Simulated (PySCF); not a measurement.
ECD: `InChI=1S/C7H5ClFN/c8-6-2-1-3-7(9)5(6)4-10/h1-3,5-6H/t5-,6+/m1/s1`

Geometry:
```
atom   x (Å)   y (Å)   z (Å)
  N1  -0.011  -2.989  -0.673
  C2  -0.126  -2.048  -0.036
  C3  -0.263  -0.842   0.762
  C4   1.087  -0.180   0.837
  F5   1.883  -0.632   1.819
  C6   1.490   0.735  -0.042
  C7   0.574   1.176  -1.071
  C8  -0.723   0.863  -1.029
  C9  -1.293   0.082   0.104
Cl10  -1.881   1.279   1.345
 H11  -0.592  -1.135   1.766
 H12   2.478   1.161   0.014
 H13   0.971   1.785  -1.867
 H14  -1.420   1.234  -1.763
 H15  -2.180  -0.483  -0.188
```

Method: TDDFT B3LYP/def2-SVPD circular dichroism and optical rotation, one conformer, gas phase in PySCF 2.14.0. Geometry: GFN2-xTB.

(1) Assign R or S to each stereocentre.

(2) List the lowest 8 singlet excitations with oscillator and rotatory strengths.

## Answers

(1) C3 S, C9 S.

(2) Rotatory strengths R in 10⁻⁴⁰ esu² cm², velocity form and length form (origin at the centre of mass); f in length form.
```tsv
state	E (eV)	λ (nm)	f	R (velocity)	R (length)	main
1	4.46	278	0.107	+163.9	+163.2	HOMO→LUMO 0.97
2	5.45	227	0.006	-1.9	-1.6	HOMO→LUMO+1 0.63, HOMO−1→LUMO 0.34
3	5.59	222	0.019	+4.8	+4.3	HOMO−1→LUMO 0.53, HOMO→LUMO+1 0.23
4	5.71	217	0.020	-18.9	-18.3	HOMO−2→LUMO 0.78, HOMO→LUMO+1 0.09
5	6.27	198	0.010	-22.3	-23.1	HOMO→LUMO+2 0.94
6	6.44	193	0.008	+4.6	+5.6	HOMO→LUMO+3 0.80, HOMO−3→LUMO 0.17
7	6.53	190	0.021	-17.9	-17.9	HOMO−3→LUMO 0.55, HOMO→LUMO+3 0.15
8	6.63	187	0.010	-13.2	-13.4	HOMO−4→LUMO 0.73, HOMO→LUMO+4 0.16
```

Among the states computed, the strongest CD band (largest |R|) is state 1. The largest dissymmetry factor in size, g = 4R/(D+G), with D and G the electric and magnetic dipole strengths, is -0.021 for state 5 (velocity form, f = 0.010), among bands with |R| over 0.5. The mirror image has the same energies and oscillator strengths and all R with the opposite sign.
